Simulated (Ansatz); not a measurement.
Consider the β-hydride elimination: `C[CH](C)[In]([CH](C)C)[CH](C)C` → `C[CH](C)[InH][CH](C)C` + `C=CC`.

Isolated molecules relaxed with PBE0-D4/def2-TZVP in Ansatz; ΔE leaves out vibrations. CBS: MP2 limit from def2 TZ/QZ plus the TZ coupled-cluster correction, frozen cores. DFT in def2-TZVPP. B3LYP here is the variant with VWN-RPA as its local correlation; programs differ in this. def2 core potentials past Kr. For In outer-core shells are correlated without core-valence functions, which leaves a few kJ/mol of doubt a bond. One conformer a species, not always the lowest.

```
        level  ΔE (eV)
  LDA (SPW92)     1.27
       PBE-D4     1.05
       B97M-V     0.85
     B3LYP-D4     0.90
     BHLYP-D4     0.95
         PBE0     0.96
      r2SCANh     0.98
CCSD/def2-SVP     0.98
```

(1) What does CCSD(T)/CBS give? (Best estimate.)

Largest T1 diagnostic among the species: 0.011.

## Answers

(1) Computed: +1.07 eV. The listed levels differ from it by 0.20, -0.02, -0.22, -0.17, -0.12, -0.11, -0.09, -0.09 eV.

Leaving LDA and LC-ωPBE aside and taking each functional with its dispersion term where it has one, the values, not all of them listed here, spread over 0.30 eV, from BLYP-D4 to PBE-QIDH. LDA lies +0.38 eV from PBE without D4. From PBE to PBE0 (25 % exact exchange), in def2-TZVPP and without D4, ΔE moves by +0.07 eV. At CCSD(T), def2-SVP lies −0.06 eV from the extrapolated value and def2-TZVPP −0.02 eV.
